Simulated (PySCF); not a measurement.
Compound: C5H8Ge.
Bonds: C1–C2 (triple), C2–C3, C3–C4, C4–Ge5, Ge5–C6, C3–C6. Hydrogens: H7 on C1; H8 on C3; H9, H10 on C4; H11, H12 on Ge5; H13, H14 on C6.

Computed, not measured: core-valence-separated Tamm–Dancoff BHandHLYP/aug-pcX-1 (pcseg-1 on H, def2-SVPD on Ge) in PySCF, non-relativistic, gas phase, PBE0-D3(BJ)/def2-SVP geometry.

Computed carbon K-edge spectrum, Gaussian lines of 0.5 eV full width, highest printed point 100; it ends one width below the last computed root. No empirical shift is added; at this level the pattern usually sits a few eV under experiment.

```tsv
photon energy (eV)	absorption
282.9	0
283.0	1
283.1	5
283.2	13
283.3	30
283.4	55
283.5	82
283.6	100
283.7	99
283.8	79
283.9	51
284.0	27
284.1	11
284.2	4
284.3	1
284.4	1
284.5	4
284.6	8
284.7	15
284.8	21
284.9	25
285.0	24
285.1	18
285.2	12
285.3	9
285.4	10
285.5	16
285.6	24
285.7	32
285.8	40
285.9	45
286.0	48
286.1	47
286.2	44
286.3	39
286.4	33
286.5	27
286.6	22
```

Question: Assign the maxima to core holes.

Answer: 3 maxima:
- 283.6 eV: C1 + C2 (terminal alkyne carbon and alkyne carbon), 283.68 eV, f = 0.115, sum of 2, 51 % of the height at the exact maximum; C1 (terminal alkyne carbon), 283.57 eV, f = 0.069, 1s→π*, 29 % of the height at the exact maximum; C2 (alkyne carbon), 283.67 eV, f = 0.043, 1s→π*, 19 % of the height at the exact maximum
- 284.9 eV: C4/C6 (sp3 carbon bound to germanium), 284.92 eV, f = 0.054, sum of 2, 100 % of the height at the exact maximum
- 286.0 eV: C4/C6 (sp3 carbon bound to germanium), 285.95 eV, f = 0.045, sum of 2, 40 % of the height at the exact maximum; C4/C6 (sp3 carbon bound to germanium), 286.13 eV, f = 0.044, sum of 2, 39 % of the height at the exact maximum

Further lines of some strength in the range: C4/C6, 285.70 eV, f = 0.033, sum of 2; C3, 286.39 eV, f = 0.021; C3, 286.43 eV, f = 0.014.

Roots within 0.03 eV on the same or equivalent atoms count as one line; shares under 12 % aren't listed.

Vibrational structure and lifetime widths aren't in the curve. The ionisation threshold wasn't computed; near and above it a finite basis only mimics Rydberg series and continuum. Relativistic effects, spin–orbit coupling among them, are left out although an element past zinc is present.

One conformer stands for the species.
